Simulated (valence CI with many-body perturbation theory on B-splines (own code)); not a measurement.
## E1 line list for Tc XXXVII

Method: valence CI with perturbative core correlation (CI+MBPT): five valence electrons over a frozen Dirac-Fock core [He], a basis of 9 s, 9 p, 8 d, 6 f, 3 g, 1 h functions for each j, with the one-electron correlation potential Σ1 (screened to all orders), the two-electron term Σ2, the three-electron term Σ3, Breit, model QED; selected single and double excitations, second order for the rest (own B-spline code, finite nucleus).

The last digits are not significant, and no measured levels were compared; by estimate large intervals hold to a few tenths of a per cent, small ones and those within an open d or f shell to about a per cent. Among the levels kept, up to 1900 cm⁻¹ of a level comes from second order outside the variational space, and about a tenth of that is noise between levels of different J, which matters for small intervals.

Lines 201 to 250 of 252 in falling wavelength, among levels below 25718 × 10³ cm⁻¹, chosen from the strongest by gf and those to the six lowest levels. Wavelengths and rates use the calculated energies. Electric multipoles are in the length gauge, E1 and E2 with the static RPA response of the core. Weak lines are less certain than strong ones. Lines between different terms over intervals too small for the method are left out, as are lines whose strength nearly cancels. The highest levels of a list are the least certain.

Levels are named by their leading jj configuration (3d3/2^4 stands for four electrons in 3d with j = 3/2), which in mixed levels can hold well under half, so a name can repeat and another be missing. Letters in brackets count levels of one name in rising energy.

| λ vac (Å) | Upper | Lower | A (s⁻¹) | S (a.u.) |
| --- | --- | --- | --- | --- |
| 4.194 | (2s^2 2p1/2 2p3/2 3d5/2) J=5/2 [b] | (2s^2 2p1/2 2p3/2^2) J=5/2 | 5.68e+13 | 1.24e-02 |
| 4.190 | (2s^2 2p1/2 2p3/2 3d5/2) J=7/2 [b] | (2s^2 2p1/2 2p3/2^2) J=5/2 | 2.00e+14 | 5.82e-02 |
| 4.188 | (2s^2 2p1/2 2p3/2 3d5/2) J=3/2 [b] | (2s^2 2p1/2 2p3/2^2) J=5/2 | 1.29e+13 | 1.87e-03 |
| 4.185 | (2s^2 2p1/2 2p3/2 3d3/2) J=5/2 [b] | (2s^2 2p1/2 2p3/2^2) J=3/2 | 3.37e+13 | 7.31e-03 |
| 4.183 | (2s^2 2p1/2 2p3/2 3d3/2) J=3/2 [b] | (2s^2 2p1/2 2p3/2^2) J=3/2 | 2.53e+13 | 3.66e-03 |
| 4.183 | (2s^2 2p3/2^2 3s) J=1/2 | (2s^2 2p1/2 2p3/2^2) J=3/2 | 4.11e+12 | 2.97e-04 |
| 4.179 | (2s 2p1/2^2 2p3/2 3p1/2) J=3/2 [a] | (2s^2 2p1/2 2p3/2^2) J=5/2 | 9.48e+11 | 1.37e-04 |
| 4.179 | (2s^2 2p1/2 2p3/2 3d3/2) J=1/2 [b] | (2s^2 2p1/2 2p3/2^2) J=3/2 | 1.14e+13 | 8.21e-04 |
| 4.176 | (2s 2p1/2^2 2p3/2 3p1/2) J=5/2 | (2s^2 2p1/2 2p3/2^2) J=5/2 | 8.72e+10 | 1.88e-05 |
| 4.171 | (2s^2 2p1/2 2p3/2 3d5/2) J=5/2 [b] | (2s^2 2p1/2 2p3/2^2) J=3/2 | 1.36e+14 | 2.93e-02 |
| 4.165 | (2s^2 2p1/2 2p3/2 3d5/2) J=3/2 [b] | (2s^2 2p1/2 2p3/2^2) J=3/2 | 3.81e+12 | 5.44e-04 |
| 4.161 | (2s^2 2p1/2 2p3/2 3d5/2) J=1/2 | (2s^2 2p1/2 2p3/2^2) J=3/2 | 7.61e+12 | 5.41e-04 |
| 4.157 | (2s 2p1/2^2 2p3/2 3p1/2) J=3/2 [a] | (2s^2 2p1/2 2p3/2^2) J=3/2 | 1.04e+11 | 1.47e-05 |
| 4.153 | (2s 2p1/2^2 2p3/2 3p1/2) J=5/2 | (2s^2 2p1/2 2p3/2^2) J=3/2 | 6.98e+12 | 1.48e-03 |
| 4.153 | (2s 2p1/2^2 2p3/2 3p3/2) J=3/2 [a] | (2s^2 2p1/2 2p3/2^2) J=1/2 | 1.23e+11 | 1.74e-05 |
| 4.146 | (2s 2p1/2^2 2p3/2 3p1/2) J=1/2 | (2s^2 2p1/2 2p3/2^2) J=1/2 | 5.40e+11 | 3.80e-05 |
| 4.139 | (2s 2p1/2^2 2p3/2 3p1/2) J=3/2 [b] | (2s^2 2p1/2 2p3/2^2) J=1/2 | 1.24e+12 | 1.74e-04 |
| 4.133 | (2s 2p1/2^2 2p3/2 3p3/2) J=1/2 | (2s^2 2p1/2 2p3/2^2) J=1/2 | 1.29e+11 | 8.99e-06 |
| 4.132 | (2s 2p1/2^2 2p3/2 3p3/2) J=7/2 | (2s^2 2p1/2 2p3/2^2) J=5/2 | 5.87e+11 | 1.64e-04 |
| 4.112 | (2s 2p1/2^2 2p3/2 3p3/2) J=5/2 [a] | (2s^2 2p1/2 2p3/2^2) J=5/2 | 1.49e+11 | 3.08e-05 |
| 4.109 | (2s 2p1/2^2 2p3/2 3p1/2) J=3/2 [b] | (2s^2 2p1/2 2p3/2^2) J=5/2 | 1.18e+11 | 1.61e-05 |
| 4.101 | (2s 2p1/2^2 2p3/2 3p3/2) J=3/2 [a] | (2s^2 2p1/2 2p3/2^2) J=3/2 | 2.49e+12 | 3.39e-04 |
| 4.094 | (2s 2p1/2^2 2p3/2 3p1/2) J=1/2 | (2s^2 2p1/2 2p3/2^2) J=3/2 | 6.11e+12 | 4.14e-04 |
| 4.090 | (2s 2p1/2^2 2p3/2 3p3/2) J=5/2 [a] | (2s^2 2p1/2 2p3/2^2) J=3/2 | 2.03e+12 | 4.11e-04 |
| 4.087 | (2s 2p1/2^2 2p3/2 3p1/2) J=3/2 [b] | (2s^2 2p1/2 2p3/2^2) J=3/2 | 2.73e+12 | 3.67e-04 |
| 4.080 | (2s 2p1/2^2 2p3/2 3p3/2) J=3/2 [b] | (2s^2 2p1/2 2p3/2^2) J=1/2 | 8.63e+11 | 1.16e-04 |
| 4.074 | (2s^2 2p3/2^2 3s) J=5/2 | (2s^2 2p1/2^2 2p3/2) J=3/2 | 2.17e+11 | 4.35e-05 |
| 4.068 | (2s^2 2p3/2^2 3s) J=3/2 | (2s^2 2p1/2^2 2p3/2) J=3/2 | 1.42e+13 | 1.89e-03 |
| 4.065 | (2s^2 2p1/2 2p3/2 3d3/2) J=3/2 [a] | (2s^2 2p1/2^2 2p3/2) J=3/2 | 1.48e+13 | 1.97e-03 |
| 4.064 | (2s^2 2p1/2 2p3/2 3d3/2) J=5/2 [a] | (2s^2 2p1/2^2 2p3/2) J=3/2 | 1.67e+13 | 3.32e-03 |
| 4.063 | (2s^2 2p1/2 2p3/2 3d3/2) J=1/2 [a] | (2s^2 2p1/2^2 2p3/2) J=3/2 | 4.15e+12 | 2.75e-04 |
| 4.060 | (2s 2p1/2^2 2p3/2 3p3/2) J=5/2 [b] | (2s^2 2p1/2 2p3/2^2) J=5/2 | 3.68e+11 | 7.29e-05 |
| 4.046 | (2s^2 2p1/2 2p3/2 3d5/2) J=5/2 [a] | (2s^2 2p1/2^2 2p3/2) J=3/2 | 8.61e+13 | 1.69e-02 |
| 4.044 | (2s^2 2p1/2 2p3/2 3d5/2) J=3/2 [a] | (2s^2 2p1/2^2 2p3/2) J=3/2 | 1.53e+13 | 2.00e-03 |
| 4.038 | (2s 2p1/2^2 2p3/2 3p3/2) J=5/2 [b] | (2s^2 2p1/2 2p3/2^2) J=3/2 | 2.30e+12 | 4.48e-04 |
| 4.034 | (2s^2 2p1/2 2p3/2 3d3/2) J=5/2 [b] | (2s^2 2p1/2^2 2p3/2) J=3/2 | 8.58e+13 | 1.67e-02 |
| 4.033 | (2s^2 2p1/2 2p3/2 3d3/2) J=3/2 [b] | (2s^2 2p1/2^2 2p3/2) J=3/2 | 1.50e+14 | 1.94e-02 |
| 4.033 | (2s^2 2p3/2^2 3s) J=1/2 | (2s^2 2p1/2^2 2p3/2) J=3/2 | 2.69e+13 | 1.74e-03 |
| 4.030 | (2s 2p1/2^2 2p3/2 3p3/2) J=3/2 [b] | (2s^2 2p1/2 2p3/2^2) J=3/2 | 8.32e+11 | 1.07e-04 |
| 4.029 | (2s^2 2p1/2 2p3/2 3d3/2) J=1/2 [b] | (2s^2 2p1/2^2 2p3/2) J=3/2 | 1.59e+14 | 1.03e-02 |
| 4.022 | (2s^2 2p1/2 2p3/2 3d5/2) J=5/2 [b] | (2s^2 2p1/2^2 2p3/2) J=3/2 | 2.14e+13 | 4.11e-03 |
| 4.016 | (2s^2 2p1/2 2p3/2 3d5/2) J=3/2 [b] | (2s^2 2p1/2^2 2p3/2) J=3/2 | 7.75e+11 | 9.91e-05 |
| 4.012 | (2s^2 2p1/2 2p3/2 3d5/2) J=1/2 | (2s^2 2p1/2^2 2p3/2) J=3/2 | 1.99e+12 | 1.27e-04 |
| 4.008 | (2s 2p1/2^2 2p3/2 3p1/2) J=3/2 [a] | (2s^2 2p1/2^2 2p3/2) J=3/2 | 1.40e+12 | 1.78e-04 |
| 4.005 | (2s 2p1/2^2 2p3/2 3p1/2) J=5/2 | (2s^2 2p1/2^2 2p3/2) J=3/2 | 3.83e+12 | 7.28e-04 |
| 3.956 | (2s 2p1/2^2 2p3/2 3p3/2) J=3/2 [a] | (2s^2 2p1/2^2 2p3/2) J=3/2 | 3.22e+13 | 3.94e-03 |
| 3.950 | (2s 2p1/2^2 2p3/2 3p1/2) J=1/2 | (2s^2 2p1/2^2 2p3/2) J=3/2 | 1.33e+12 | 8.11e-05 |
| 3.946 | (2s 2p1/2^2 2p3/2 3p3/2) J=5/2 [a] | (2s^2 2p1/2^2 2p3/2) J=3/2 | 3.30e+13 | 6.00e-03 |
| 3.944 | (2s 2p1/2^2 2p3/2 3p1/2) J=3/2 [b] | (2s^2 2p1/2^2 2p3/2) J=3/2 | 1.38e+13 | 1.67e-03 |
| 3.938 | (2s 2p1/2^2 2p3/2 3p3/2) J=1/2 | (2s^2 2p1/2^2 2p3/2) J=3/2 | 6.92e+13 | 4.17e-03 |
